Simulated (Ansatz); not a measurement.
`N[SiH2][O][GeH3]` + H₂Se → `N[SiH2][SeH]` + `[OH][GeH3]`  (ligand exchange at the Si–O bond)

Computed with Ansatz on PBE0-D4/def2-TZVP structures; ΔE is electronic, products minus reactants. CBS: MP2 limit from def2 TZ/QZ plus the TZ coupled-cluster correction, frozen cores. DFT in def2-TZVPP. For Ge, Se outer-core shells are correlated without core-valence functions, which leaves a few kJ/mol of doubt a bond. Scalar relativity is left out up to krypton. Each species was taken in one conformer, which may not be the lowest.

**Question.** Is it downhill or uphill in electronic energy at CCSD(T)/CBS, and by how much? (Best estimate.)

**Answer.** The calculation gave: Uphill: ΔE = +52.2 kJ/mol.

**Question.** What do these levels give: r2SCAN-D4, ωB97X-V, B2PLYP, r2SCAN, PBE0, HF/def2-TZVPP, MP2/def2-TZVPP, CCSD/def2-TZVPP, MP2/def2-QZVPP, HF/CBS(def2), MP2/CBS(def2), CCSD/CBS(def2)? (Best estimate.)

**Answer.** The calculation gave: r2SCAN-D4 49.2, ωB97X-V 53.8, B2PLYP 55.7, r2SCAN 48.7, PBE0 41.3, HF/def2-TZVPP 69.4, MP2/def2-TZVPP 53.6, CCSD/def2-TZVPP 59.6, MP2/def2-QZVPP 51.3, HF/CBS(def2) 71.6, MP2/CBS(def2) 48.5, CCSD/CBS(def2) 54.5 kJ/mol.

Largest T1 diagnostic among the species: 0.012.

In def2-TZVPP, CCSD(T) changes the Hartree–Fock value by −12.1 kJ/mol (the triples alone add −2.3 kJ/mol) and MP2 by −15.8 kJ/mol. From PBE to PBE0 (25 % exact exchange), in def2-TZVPP and without D4, ΔE moves by +4.8 kJ/mol.
